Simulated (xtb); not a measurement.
BBr3, charge +1, doublet, geometry from GFN2-xTB of the parent state (a state made from the parent by changing its charge; the spin is typed, not shown lowest); GFN1-xTB in xtb 6.7.1.

The xtb input:
```
$ xtb mol.xyz --gfn 1 --chrg 1 --uhf 1 --json

# file mol.xyz
4

B      0.01808306    -0.01978242    -0.03760993
Br    -1.50731106    -1.11118164    -0.13755349
Br     0.01971195     1.66670358    -0.86448993
Br     1.48501581    -0.55269588     1.00741627
```

Output, abridged:

```
   ID    Z sym.   atoms
    1    5 B      1
    2   35 Br     2-4

           -------------------------------------------------
          |                Calculation Setup                |
           -------------------------------------------------

           -------------------------------------------------
          |                 G F N 1 - x T B                 |
           -------------------------------------------------

          ...................................................
          :                      SETUP                      :
          :.................................................:
          :  # basis functions                  34          :
          :  # atomic orbitals                  31          :
          :  # shells                           11          :
          :  # electrons                        23          :
          :  # halogen bonds                     0          :
          :  max. iterations                   250          :
          :  Hamiltonian                  GFN1-xTB          :
          :  restarted?                      false          :
          :  GBSA solvation                  false          :
          :  PC potential                    false          :
          :  electronic temp.          300.0000000     K    :
          :  accuracy                    1.0000000          :
          :  -> integral cutoff          0.2500000E+02      :
          :  -> integral neglect         0.1000000E-07      :
          :  -> SCF convergence          0.1000000E-05 Eh   :
          :  -> wf. convergence          0.2000000E-04 e    :
          :  Broyden damping             0.4000000          :
          :  net charge                          1          :
          :  unpaired electrons                  1          :
          ...................................................

 iter      E             dE          RMSdq      gap      omega  full diag
   1    -12.3596544 -0.123597E+02  0.791E+00    6.12       0.0  T
   2    -12.5930618 -0.233407E+00  0.474E+00    4.07       1.0  T
   3    -12.6121793 -0.191175E-01  0.243E+00    4.70       1.0  T
   4    -12.6083415  0.383780E-02  0.111E+00    4.28       1.0  T
   5    -12.6145139 -0.617241E-02  0.113E-01    4.57       1.0  T
   6    -12.6145765 -0.625543E-04  0.204E-02    4.54       2.4  T
   7    -12.6145796 -0.312228E-05  0.804E-03    4.54       6.2  T
   8    -12.6145797 -0.838525E-07  0.653E-03    4.54       7.7  T
   9    -12.6145797 -0.578411E-07  0.523E-03    4.54       9.6  T
  10    -12.6145799 -0.155953E-06  0.137E-04    4.54     365.4  T
  11    -12.6145799 -0.980585E-10  0.186E-07    4.54  100000.0  T

   *** convergence criteria satisfied after 11 iterations ***

         :::::::::::::::::::::::::::::::::::::::::::::::::::::
         ::                     SUMMARY                     ::
         :::::::::::::::::::::::::::::::::::::::::::::::::::::
         :: total energy             -12.544345858730 Eh    ::
         :: gradient norm              0.066664475292 Eh/a0 ::
         :: HOMO-LUMO gap              4.539595377168 eV    ::
         ::.................................................::
         :: SCC energy               -12.614579881649 Eh    ::
         :: -> electrostatic           0.148146943115 Eh    ::
         :: repulsion energy           0.072178468122 Eh    ::
         :: dispersion energy         -0.001944445203 Eh    ::
         :: halogen bond corr.         0.000000000000 Eh    ::
         :: add. restraining           0.000000000000 Eh    ::
         :: total charge               1.000000000000 e     ::
         :::::::::::::::::::::::::::::::::::::::::::::::::::::

           -------------------------------------------------
          |                Property Printout                |
           -------------------------------------------------

    * Orbital Energies and Occupations

         #    Occupation            Energy/Eh            Energy/eV
      -------------------------------------------------------------
         1        2.0000           -1.0309819             -28.0544
         2        2.0000           -1.0303380             -28.0369
         3        2.0000           -1.0303380             -28.0369
         4        2.0000           -0.8665516             -23.5801
         5        2.0000           -0.7953831             -21.6435
         6        2.0000           -0.7953831             -21.6435
         7        2.0000           -0.7795540             -21.2127
         8        2.0000           -0.7422894             -20.1987
         9        2.0000           -0.7422894             -20.1987
        10        1.9701           -0.7359688             -20.0267
        11        1.9701           -0.7359688             -20.0267
        12        1.0598           -0.7300451             -19.8655 (HOMO)
        13                         -0.5632180             -15.3259 (LUMO)
        14                         -0.5222268             -14.2105
        15                         -0.4588886             -12.4870
        16                         -0.4588886             -12.4870
        17                         -0.4126129             -11.2278
        18                         -0.4122387             -11.2176
        19                         -0.4122387             -11.2176
        20                         -0.3988181             -10.8524
        21                         -0.3988181             -10.8524
        22                         -0.3870384             -10.5319
        23                         -0.3792602             -10.3202
       ...                                ...                  ...
        31                          0.2618491               7.1253
      -------------------------------------------------------------
                  HL-Gap            0.1668271 Eh            4.5396 eV
             Fermi-level           -0.6896469 Eh          -18.7662 eV

  Mulliken/CM5 charges         n(s)   n(p)   n(d)
     1B     0.51392  0.21596   0.942  1.544  0.000
     2Br    0.16203  0.26135   1.935  4.911 -0.008
     3Br    0.16203  0.26135   1.935  4.911 -0.008
     4Br    0.16203  0.26135   1.935  4.911 -0.008

Wiberg/Mayer (AO) data.
largest (>0.10) Wiberg bond orders for each atom

 ---------------------------------------------------------------------------
     #   Z sym  total        # sym  WBO       # sym  WBO       # sym  WBO
 ---------------------------------------------------------------------------
     1   5 B    3.267 --     2 Br   1.089     4 Br   1.089     3 Br   1.089
     2  35 Br   1.552 --     1 B    1.089     3 Br   0.231     4 Br   0.231
     3  35 Br   1.552 --     1 B    1.089     4 Br   0.231     2 Br   0.231
     4  35 Br   1.552 --     1 B    1.089     3 Br   0.231     2 Br   0.231
 ---------------------------------------------------------------------------

Topologies differ in total number of bonds
Writing topology from bond orders to xtbtopo.mol

 dipole moment from electron density (au)
     X       Y       Z
   0.0242  -0.0264  -0.0502  total (Debye):    0.157

           -------------------------------------------------
          | TOTAL ENERGY              -12.544345858730 Eh   |
          | GRADIENT NORM               0.066664475292 Eh/α |
          | HOMO-LUMO GAP               4.539595377168 eV   |
           -------------------------------------------------

normal termination of xtb
```
